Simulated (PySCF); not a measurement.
Ligand exchange on a metal centre used in film growth or etching (Zn CH3-SH). Isolated molecules, 0 K electronic values unless said otherwise. One relaxed conformer stands for each flexible species; it need not be the lowest.

The HOMO–LUMO gap from two functionals at the same geometries (TPSS-D3(BJ)/def2-SVP), both in PySCF: PBE-D3(BJ)/def2-TZVP and TPSSh-D3(BJ)/def2-TZVP. 

```tsv
species	PBE-D3(BJ)/def2-TZVP (eV)
0 of 2 CH3 replaced by SH ([Zn(CH3)2])	5.49
1 of 2 CH3 replaced by SH ([Zn(CH3)(SH)])	4.78
2 of 2 CH3 replaced by SH ([Zn(SH)2])	4.40
```

Question: What does TPSSh-D3(BJ)/def2-TZVP give for each?

Answer: 
- 0 of 2 CH3 replaced by SH ([Zn(CH3)2]): 6.41
- 1 of 2 CH3 replaced by SH ([Zn(CH3)(SH)]): 5.79
- 2 of 2 CH3 replaced by SH ([Zn(SH)2]): 5.46
Over these rows, drawn at random from the members with no instability flagged (it was tested for open shells, ions and some series alone), PBE minus TPSSh-D3(BJ): mean -0.99 eV, from -1.05 eV to -0.92 eV.
